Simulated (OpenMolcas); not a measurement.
# Cr2+: moving or changing the point charges

Cr2+ among 6 point charges of -1.5 e arranged as an octahedron (Oh), 1.66 Å from the ion.
```
   1.6600    0.0000    0.0000  -1.50
   0.0000    1.6600    0.0000  -1.50
  -1.6600    0.0000    0.0000  -1.50
   0.0000   -1.6600    0.0000  -1.50
   0.0000    0.0000    1.6600  -1.50
   0.0000    0.0000   -1.6600  -1.50
```

```yaml
Program: OpenMolcas 26.06
Method: "SS-CASPT2, IPEA 0.25 Eh, imaginary shift 0.1 Eh (closed shells correlated: 3s 3p)"
Basis: ANO-RCC-VDZP [5s4p2d1f]
Scalar_Hamiltonian: DKH2, point nucleus
Active_space: 4 electrons in 5 orbitals (3d)
State_averaging: 2S+1 = 5 even, 5 roots; 2S+1 = 3 even, 45 roots; 2S+1 = 1 even, 50 roots
Spin-orbit_coupling: RASSI with atomic mean-field integrals over the reference wave functions
```

Runs around this geometry, states (labels of O, the rotations of Oh). Energies in cm-1 above the lowest state or level, χT in cm3 K/mol.

```tsv
R (Å)	q (e)	Ground state	First state of that spin	First gap with spin-orbit (degeneracies)	χT at 300 K	First state of another spin
1.66	-0.98	5E	5T2 8840	6 (1, 3)	2.955	3T1 11750
1.57	-1.5	5E	5T2 17400	11 (1, 3)	2.972	3T1 3350
1.66	-1.5	5E	5T2 13780	7 (1, 3)	2.973	3T1 6800
```

Taking the first state of the same spin as R^-n, n = -ln(13780 / 17400) / ln(1.66 / 1.57) = 4.2 between the shortest and longest distance.

Scaling the charges by -0.98 / -1.5 = 0.65 scales the first state of the same spin by 8840 / 13780 = 0.64; with fixed orbitals a first-order splitting would follow the charge.

Roots that are degenerate in the reference are averaged as groups; the widest CASPT2 spread within a group is 1200 cm-1 (the 3-fold group of multiplicity 3 near 32800 cm-1 above the lowest state of its run, R = 1.66, q = -1.5). Shifts and gaps below about the spread of the groups concerned are not significant. An orbital doublet at a regular site is open to a Jahn-Teller distortion, which this geometry leaves out. Free-ion shares, where given, are those of the reference states; single-state CASPT2 does not remix them. This shell can be high or low spin here, a state of another spin lies low, and with metal d orbitals alone active their balance is uncertain, so the ground spin may be wrong (holds for R = 1.57, q = -1.5; R = 1.66, q = -1.5). Point charges carry no covalency, so the field is a model and not that of real ligands. No measured value stands beside these numbers.
